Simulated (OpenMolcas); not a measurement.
# V3+: ligand-field states by method

V3+ with 6 ligands (water) in octahedral coordination (Th) at 2 Å. Ligand basis ANO-RCC-VDZP.
```
V     0.0000    0.0000    0.0000
O     2.0000    0.0000    0.0000
H     2.5770    0.7797    0.0000
H     2.5770   -0.7797    0.0000
O     0.0000    2.0000    0.0000
H     0.0000    2.5770    0.7797
H     0.0000    2.5770   -0.7797
O    -2.0000    0.0000    0.0000
H    -2.5770    0.7797    0.0000
H    -2.5770   -0.7797    0.0000
O     0.0000   -2.0000    0.0000
H     0.0000   -2.5770    0.7797
H     0.0000   -2.5770   -0.7797
O     0.0000    0.0000    2.0000
H     0.7797    0.0000    2.5770
H    -0.7797    0.0000    2.5770
O     0.0000    0.0000   -2.0000
H     0.7797    0.0000   -2.5770
H    -0.7797    0.0000   -2.5770
```

* Program: OpenMolcas
* Basis: ANO-RCC-VTZP [6s5p3d2f1g]
* Scalar Hamiltonian: DKH2, point nucleus
* Active space: 2 electrons in 5 orbitals (3d)
* State averaging: 2S+1 = 3 even, 10 roots; 2S+1 = 1 even, 15 roots
* Spin-orbit coupling: RASSI with atomic mean-field integrals over the reference wave functions

I. CASSCF
II. SS-CASPT2, IPEA 0.25 Eh, imaginary shift 0.1 Eh (closed shells correlated: 3s 3p and the ligand valence shells)

Spin-free states (labels of O, taken over from Oh, the nearest higher group) in cm-1, each column counted from its own energy of the first state listed:

```
State  Degeneracy      I     II
  3T1           3      0      0
  1T2           3  13951  10480
   1E           2  14317  10950
  3T2           3  14335  16140
  3T1           3  27648  26150
  1A1           1  28613  22770
  1T2           3  30295  28110
  3A2           1  30329  33500
  1T1           3  33471  31500
   1E           2  46224  45750
  1A1           1  66784  60640
```

From I to II, I's first state of the same spin (3T2) moves from 14335 to 16140 cm-1, by about +1800 cm-1.

From I to II, I's first state of another spin (1T2) moves from 13951 to 10480 cm-1, by about -3500 cm-1.

I: A least-squares ligand-field fit to the states below 45000 cm-1, each weighted by its degeneracy and with a free common offset, gives 10Dq = 15903 cm-1, B = 994 cm-1 and C = 3637 cm-1 (C/B = 3.66), with an rms deviation of 47 cm-1. The same method and metal basis give the free ion B = 1080 cm-1 (fit to its terms below 60000 cm-1, rms deviation 55 cm-1), so the nephelauxetic ratio is β = 994 / 1080 = 0.92; it hangs on how both fits weigh the states, and computed free-ion B values tend to be too large, so β mixes covalency with correlation.

II: A least-squares ligand-field fit to the states below 45000 cm-1, each weighted by its degeneracy and with a free common offset, gives 10Dq = 17652 cm-1, B = 777 cm-1 and C = 2801 cm-1 (C/B = 3.60), with an rms deviation of 232 cm-1. The same method and metal basis give the free ion B = 978 cm-1 (fit to its terms below 60000 cm-1, rms deviation 640 cm-1), so the nephelauxetic ratio is β = 777 / 978 = 0.79; it hangs on how both fits weigh the states, and computed free-ion B values tend to be too large, so β mixes covalency with correlation.

From I to II, 10Dq changes by +11 %, B by -22 % and C by -23 %.

χT at 300 K: I 0.90, II 0.90 cm3 K/mol.

Roots that are degenerate in the reference are averaged as groups; the widest CASPT2 spread within a group is 170 cm-1 (the 3-fold group of multiplicity 1 near 28100 cm-1 above the lowest state of its run, II). Shifts and gaps below about the spread of the groups concerned are not significant. Over all roots computed the reference weight is 0.70 to 0.71 in II; a low but even weight reflects the number of correlated electrons. An orbital triplet at a regular site is open to Jahn-Teller coupling, which can distort the site and quench the lowest spin-orbit gaps and is left out. Ligand-to-metal charge-transfer states are missing. With no ligand orbital active B as a rule stays too high, so bands that hang on it stand too high and its fall with covalency is understated. Without dynamic correlation the repulsion within the d shell is too large (B by tens of per cent), so at a given field states of lower spin stand too high (holds for I). With metal d orbitals alone the field can be off either way by tens of per cent (holds for I). With one d shell and no ligand orbital active, 10Dq can be off by a tenth or more (holds for II). No measured value stands beside these numbers; the geometry is a model, was not optimised and need not be the one that this ion takes.
